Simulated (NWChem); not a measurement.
System: SiICl, singlet; SMILES [Si](Cl)I

```xyz
3

Si     1.0534    -1.1200     0.0000
Cl    -0.5449    -2.4659     0.0000
I     -0.1035     1.0868     0.0000
```
Atoms are numbered in this order, from 1.

Program: NWChem. Low-valent species are run as closed-shell singlets; no triplet was tried in these runs. Structure relaxed at the PBE0/def2-SVP level. def2 effective core potentials on I; no spin-orbit coupling. B3LYP is NWChem's, with the RPA form of VWN correlation. Ions are spin-unrestricted doublets at the neutral geometry; other ion states weren't tried.

```
level                  vertical ionisation energy, ΔSCF (eV)  −ε(HOMO) (eV)  ΔSCF minus −ε(HOMO) (eV)
---------------------  -------------------------------------  -------------  ------------------------
B3LYP/def2-SVP                                          9.37           7.09                      2.28
PBE/def2-SVP                                            9.20           6.29                      2.91
r2SCAN/def2-SVP                                         9.35           6.58                      2.77
Hartree-Fock/def2-SVP                                   8.79           9.59                     -0.80
BHandHLYP/def2-SVP                                      9.42           8.21                      1.21
```
